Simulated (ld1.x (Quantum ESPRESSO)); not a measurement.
# An all-electron radial function and its pseudo partner (Hg)

Columns: radius, all-electron u(r) and pseudo u(r) of the 6s shell (level -8.76 eV) of mercury in the configuration [Xe] 4f14 5d10 6s1.75 6p0; PBEsol, scalar-relativistic, TM scheme, ld1.x (Quantum ESPRESSO) 7.5.

| r (bohr) | all-electron | pseudo |
| --- | --- | --- |
| 0.152 | 0.1344 | -0.0157 |
| 0.305 | -0.2130 | -0.0335 |
| 0.458 | 0.0057 | -0.0558 |
| 0.610 | 0.2748 | -0.0852 |
| 0.762 | 0.3253 | -0.1249 |
| 0.915 | 0.2052 | -0.1783 |
| 1.068 | 0.0122 | -0.2471 |
| 1.220 | -0.1853 | -0.3298 |
| 1.372 | -0.3563 | -0.4213 |
| 1.525 | -0.4907 | -0.5128 |
| 1.678 | -0.5872 | -0.5922 |
| 1.830 | -0.6500 | -0.6506 |
| 1.982 | -0.6856 | -0.6856 |
| 2.135 | -0.6999 | -0.6999 |
| 2.288 | -0.6975 | -0.6975 |
| 2.440 | -0.6828 | -0.6828 |
| 2.592 | -0.6593 | -0.6593 |
| 2.745 | -0.6294 | -0.6294 |
| 2.898 | -0.5954 | -0.5954 |
| 3.050 | -0.5594 | -0.5594 |
| 3.202 | -0.5222 | -0.5222 |
| 3.355 | -0.4848 | -0.4848 |
| 3.508 | -0.4480 | -0.4480 |
| 3.660 | -0.4127 | -0.4127 |
| 3.812 | -0.3790 | -0.3790 |
| 3.965 | -0.3468 | -0.3468 |

Q: How many radial nodes do the two functions have?

A: The all-electron 6s function has n − l − 1 = 5 (the table is too coarse to show those close to the nucleus); the pseudo-wave has 0, since the states of the same l below it are removed with the core.

Q: At about which radius was the pseudo-wave matched?

A: 2.15 bohr. The columns agree to 0.0005 from 1.98 bohr on; several derivatives are matched, so the curves merge somewhat inside the radius.

Q: Is the pseudo-wave norm-conserving?

A: Yes: the TM scheme keeps the norm inside the radius equal to the all-electron one, which fixes the energy derivative of the logarithmic derivative at the level.
